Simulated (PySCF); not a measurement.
Two species compared at the same levels of theory.

First species: C₇H₆ClF.
Cartesian coordinates in Å at the GFN2-xTB level; atoms count from 1:
```
atom  x, y, z in Å
F1     0.7408   -2.5293    0.8081
C2     0.2037   -1.4364    0.2257
C3    -1.0730   -1.1164    0.4559
C4    -1.6828    0.0921   -0.0161
C5    -1.0541    1.2782   -0.1603
C6     0.3223    1.5397    0.1500
C7     1.3157    0.6519    0.0058
Cl8    2.9035    1.0023    0.5894
C9     1.1264   -0.6741   -0.6671
H10   -1.6849   -1.7944    1.0334
H11   -2.7552    0.0579   -0.1510
H12   -1.6487    2.1465   -0.4097
H13    0.5468    2.5227    0.5395
H14    0.6646   -0.5278   -1.6477
H15    2.0704   -1.2048   -0.7778
```

Second species: C5H8.
Numbering: `[CH2:1]=[CH:2][CH2:3][CH:4]=[CH2:5]` (hydrogens: H6, H7 on C1; H8 on C2; H9, H10 on C3; H11 on C4; H12, H13 on C5)

Cartesian coordinates in Å at the GFN2-xTB level; atoms count from 1:
```
atom  x, y, z in Å
C1     2.2974    0.1647    0.4279
C2     1.1516    0.4521   -0.1597
C3     0.0555   -0.5394   -0.4158
C4    -1.1833   -0.1503    0.3352
C5    -2.3322    0.1659   -0.2310
H6     2.5306   -0.8351    0.7574
H7     3.0556    0.9100    0.6000
H8     0.9363    1.4636   -0.4796
H9    -0.1639   -0.5720   -1.4862
H10    0.3812   -1.5320   -0.0937
H11   -1.0754   -0.1235    1.4120
H12   -2.4609    0.1487   -1.3014
H13   -3.1970    0.4478    0.3455
```

Levels: PBE0/pcSseg-1 for dipole moment, HOMO energy, LUMO energy and HOMO–LUMO gap; GFN2-xTB for rotational constant A and rotational constant C. Geometries: GFN2-xTB. All species are isolated and taken at one optimised geometry, non-relativistic unless stated. Electronic properties by PySCF.

The conformers computed, where there is a choice (atom-mapped SMILES and torsion angles):
- `[CH2:1]=[CH:2][CH2:3][CH:4]=[CH2:5]`: C1–C2–C3–C4 117°, C2–C3–C4–C5 117°

(1) Which has the higher HOMO energy?

(2) Which has the higher HOMO–LUMO gap?

(3) Which of the two has the higher dipole moment, and by how much?

(4) Which of the two has the higher rotational constant A, and by how much?

(5) Which of the two has the higher LUMO energy, and by how much?

(6) Which has the higher rotational constant C?

Answers

(1) The first: -6.61 eV against -7.40 eV, a difference of 0.79 eV.

(2) The second: 7.35 eV against 5.36 eV, a difference of 1.99 eV.

(3) The first: 1.98 D against 0.11 D, a difference of 1.87 D.

(4) The second: 19.666 GHz against 1.948 GHz, a difference of 17.718 GHz.

(5) The second: -0.05 eV against -1.25 eV, a difference of 1.20 eV.

(6) The second: 2.392 GHz against 0.807 GHz, a difference of 1.585 GHz.

On the first: In atomic units the dipole is 0.78 e·bohr (1 au = 2.5417 D).

On the second: Point group C2 permits a dipole; with 0.11 D the species has a pure rotational spectrum. The dipole equals about 0.4 × 10⁻³⁰ C·m (1 D = 3.33564 × 10⁻³⁰ C·m).
